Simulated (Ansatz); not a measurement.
Reaction (ligand exchange at a B–N bond): `NB(S)O[SiH3]` + H–F → `FB(S)O[SiH3]` + NH₃

Isolated molecules relaxed with PBE0-D4/def2-TZVP in Ansatz; ΔE leaves out vibrations. CCSD(T)/CBS is the MP2 limit (def2-TZVPP, def2-QZVPP) plus CCSD(T) − MP2 in def2-TZVPP, frozen cores. This one scheme is used for every species. DFT in def2-TZVPP. Each species was taken in one conformer, which may not be the lowest.

Problem. Is it downhill or uphill in electronic energy at CCSD(T)/CBS, and by how much? (Estimate.)

Solution. Computed: Downhill: ΔE = -8.6 kcal/mol.

Problem. What do these levels give: PBE0-D4, BHLYP-D4, CAM-B3LYP-D4, B2PLYP, revPBE, BLYP, PBE0, r2SCAN0, BHLYP, MP2/def2-SVP, HF/def2-TZVPP, CCSD/CBS(def2)? (Best estimate.)

Solution. The calculation gave: PBE0-D4 -8.8, BHLYP-D4 -10.1, CAM-B3LYP-D4 -10.3, B2PLYP -10.6, revPBE -10.9, BLYP -12.1, PBE0 -9.6, r2SCAN0 -10.2, BHLYP -11.3, MP2/def2-SVP -11.1, HF/def2-TZVPP -12.7, CCSD/CBS(def2) -9.0 kcal/mol.

Largest T1 diagnostic among the species: 0.013.

From BLYP to BHLYP (50 % exact exchange), in def2-TZVPP and without D4, ΔE moves by +0.8 kcal/mol. In def2-TZVPP, CCSD(T) changes the Hartree–Fock value by +3.1 kcal/mol (the triples alone add +0.3 kcal/mol) and MP2 by +4.2 kcal/mol.
